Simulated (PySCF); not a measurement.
This PySCF input asks for the NMR shieldings of `C=CCN(C)N[SiH3]`, C4H12N2Si; the geometry comes from GFN2-xTB.

```python
import basis_set_exchange as bse
import numpy as np
from pyscf import gto, dft
from pyscf.prop import nmr

atoms = """
C    -1.133531    2.071729   -1.675118
C    -1.219588    1.313609   -0.599549
C    -1.172353   -0.181360   -0.609537
N    -0.244380   -0.653933    0.409919
C    -0.266416   -2.095771    0.545109
N     1.050125   -0.177283    0.133168
Si    2.025430    0.438757    1.404770
H    -1.181125    3.145721   -1.621326
H    -1.021750    1.649573   -2.661143
H    -1.319991    1.747388    0.384783
H    -0.896943   -0.549681   -1.614297
H    -2.161558   -0.577093   -0.355660
H     0.006990   -2.613135   -0.389340
H     0.441523   -2.379300    1.321978
H    -1.264946   -2.411143    0.842360
H     1.459990   -0.578126   -0.708287
H     2.431631   -0.555819    2.412556
H     1.242031    1.481077    2.059895
H     3.215059    0.934038    0.712256
"""
names = dict.fromkeys(["C", "N", "Si", "H"], "pcSseg-1")
basis = {el: gto.basis.parse(bse.get_basis(n, elements=[el], fmt="nwchem")) for el, n in names.items()}
mol = gto.M(atom=atoms, basis=basis, charge=0, verbose=0)
mf = dft.RKS(mol, xc="PBE0")
mf.grids.level = 2
mf.grids.alignment = dft.numint.BLKSIZE   # the property module wants whole blocks of grid points
mf.conv_tol = 1e-9
mf.kernel()

calc = nmr.RKS(mf)   # GIAO
C = mf.mo_coeff
Co = C[:, mf.mo_occ > 0]
resp = mf.gen_response(singlet=True, hermi=2)
def vind(x):   # induced exchange potential for any number of trial vectors
    d = np.einsum("pi,xij,qj->xpq", C, 2 * x.reshape(-1, C.shape[1], Co.shape[1]), Co, optimize=True)
    return np.einsum("xpq,pi,qj->xij", resp(d - d.transpose(0, 2, 1)), C, Co, optimize=True).ravel()
mo1, _ = nmr.rhf.solve_mo1(calc, with_cphf=vind)
sigma = calc.kernel(mo1)
for i, s in enumerate(sigma):   # ppm
    print("%2d %-2s %9.2f" % (i, mol.atom_pure_symbol(i), np.trace(s) / 3))
```

**Question.** Give the expected output.

**Answer.** 
```
 0 C      64.88
 1 C      37.90
 2 C     116.14
 3 N     175.69
 4 C     136.45
 5 N     180.75
 6 Si    409.50
 7 H      26.36
 8 H      26.30
 9 H      25.31
10 H      29.26
11 H      28.16
12 H      29.77
13 H      28.75
14 H      29.05
15 H      31.05
16 H      26.92
17 H      27.11
18 H      27.26
```

These numbers come from an equivalent density-fitted implementation of the same equations, which agrees with the script to about 0.01 ppm for H and up to a few tenths of a ppm for heavy atoms, so last digits may differ.

**Question.** Turn these shieldings into chemical shifts. Scale: $^{13}$C (σref 186.93), $^{29}$Si (σref 349.16), $^{1}$H (σref 31.72) vs TMS; $^{15}$N (σref 267.73) against NH3 (reference shieldings calculated alike).

**Answer.** Averaging equivalent atoms: C 1: 149.0; C 0: 122.0; C 2: 70.8; C 4: 50.5; N 3: 92.0; N 5: 87.0; Si 6: -60.3; H 9: 6.40; H 8: 5.42; H 7: 5.36; H 16/17/18: 4.62; H 10/11: 3.01; H 12/13/14: 2.53; H 15: 0.67 ppm. Experimental scales use liquid or dissolved standards, which lie at an offset from isolated NH3 (liquid NH3: subtract about 20 ppm).

Size and cost of the density-fitted run: 186 basis functions, 27 s wall time on 1 thread of an Arm Neoverse V1, shared host; peak memory 0.85 GiB.
